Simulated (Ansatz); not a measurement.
`OC1(I)C[SiH2]1` and `OC1C[SiH2]1` differ in one atom or group.

Ansatz, PBE0-D4/def2-TZVP geometries, multiplicity 1. Each molecule was computed in one conformer, which needn't be the lowest.

Elements past krypton have def2 core potentials.

```tsv
property	`OC1(I)C[SiH2]1`
HOMO energy (PBE/def2-TZVPP) / eV	-5.74
HOMO–LUMO gap (ωB97M-V/def2-TZVPP) / eV	9.67
HOMO energy (ωB97M-V/def2-TZVPP) / eV	-8.92
LUMO energy (PBE0/def2-TZVPP) / eV	-1.15
HOMO energy (B3LYP/def2-TZVPP) / eV	-6.62
size of the dipole moment (ωB97M-V/def2-TZVPP) / D	2.19
```

(1) What does the change do to each property? (Best estimate.)

## Answers

(1) Ansatz gave: 
```
                                          property  `OC1C[SiH2]1`  shift
                 HOMO energy (PBE/def2-TZVPP) / eV          -5.66   0.08
           HOMO–LUMO gap (ωB97M-V/def2-TZVPP) / eV          10.85   1.18
             HOMO energy (ωB97M-V/def2-TZVPP) / eV          -9.01  -0.09
                LUMO energy (PBE0/def2-TZVPP) / eV           0.19   1.34
               HOMO energy (B3LYP/def2-TZVPP) / eV          -6.63  -0.01
size of the dipole moment (ωB97M-V/def2-TZVPP) / D           1.45  -0.74
```

Dipoles are sizes alone; their direction can turn.

B3LYP here is the variant with VWN-RPA as its local correlation; programs differ in this.

Spin–orbit coupling is left out; it splits and shifts lone-pair levels of the heavy atoms by tenths of an eV.
